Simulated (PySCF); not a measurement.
CH5CdN, SMILES [CH3][Cd][NH2].

Coordinates come from a B3LYP-D3(BJ)/def2-TZVP optimisation. The def2 effective core potentials stand for the cores of Cd; spin–orbit coupling is left out. The values are those of a single conformer.

Level of theory: PySCF 2.14.0 with B3LYP-D3(BJ)/def2-TZVP.

Frequencies are harmonic and unscaled.

```
mode  ν (cm⁻¹)  IR (km/mol)  moving atoms (share of kinetic energy)
----  --------  -----------  --------------------------------------
1           20         18.6                                  H 92 %
2          133          3.4         N 32 %, C 25 %, H 23 %, Cd 21 %
3          135          0.3         H 33 %, N 24 %, C 24 %, Cd 19 %
4          462         36.1                  N 39 %, C 39 %, H 21 %
5          524        107.2                  H 50 %, C 29 %, N 15 %
6          581         37.3                 N 42 %, H 39 %, Cd 15 %
7          691          7.8                          H 88 %, C 10 %
8          717         32.7                          H 84 %, C 15 %
9          773         40.0                                  H 87 %
10        1194          1.2                          H 83 %, C 17 %
11        1463          0.7                                  H 95 %
12        1463          0.6                                  H 95 %
13        1559         10.3                           H 92 %, N 8 %
14        3044         21.4                                  H 98 %
15        3125          9.6                           H 91 %, C 9 %
16        3127         10.1                           H 91 %, C 9 %
17        3484          1.7                                  H 96 %
18        3572          2.2                           H 92 %, N 8 %
```
